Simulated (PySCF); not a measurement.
# Ionising SiSb

PBE0; PySCF, scalar-relativistic core potentials, basis sets Si def2-TZVPPD, Sb def2-TZVPPD with ECP28. Neutral (UKS): doublet (π ↑), Re = 2.373 Å, ωe = 432 cm⁻¹, De = 2.83 eV, HOMO -6.16 eV, LUMO -4.32 eV.

SiSb⁺ (UKS): triplet (π ↑↑), Re = 2.520 Å, ωe = 357 cm⁻¹, De = 3.05 eV to Si⁺ + Sb. The energies at the minima are -529.57629 hartree for SiSb and -529.28277 for SiSb⁺.

Question: Work out the adiabatic ionisation energy, without and with harmonic zero-point energies (1 hartree = 27.2114 eV, 1 eV = 8065.5 cm⁻¹), and the change of the bond length.

Answer: At PBE0: 0.29352 hartree = 7.987 eV between the minima; the zero-point term (357.0 − 432.0)/2 cm⁻¹ = -0.005 eV makes it 7.982 eV. Re changes by +14.7 pm against the neutral. The electron leaves a π orbital, and the longer bond of the ion fits a bonding orbital, or a change in how ionic the bond is.

SiSb⁻ (UKS): singlet (closed shell), Re = 2.299 Å, ωe = 472 cm⁻¹, De = 4.19 eV to Si⁻ + Sb. The energies at the minima are -529.57629 hartree for SiSb and -529.67237 for SiSb⁻.

Question: Work out the adiabatic electron affinity, without and with harmonic zero-point energies (1 hartree = 27.2114 eV, 1 eV = 8065.5 cm⁻¹), and the change of the bond length.

Answer: At PBE0: 0.09608 hartree = 2.614 eV between the minima; the zero-point term (432.0 − 472.0)/2 cm⁻¹ = -0.002 eV makes it 2.612 eV. Re changes by -7.4 pm against the neutral. The electron enters a π orbital; the charge polarises the partner, so the anion is bound more strongly.

These are scalar-relativistic numbers at best; spin–orbit coupling would shift them, the dissociation energy most. For an ion De counts to the pair picked by the measured ionisation energies or electron affinities, which need not be the lowest pair at this level. States were picked by a PBE0 search and need not be the measured ground states.
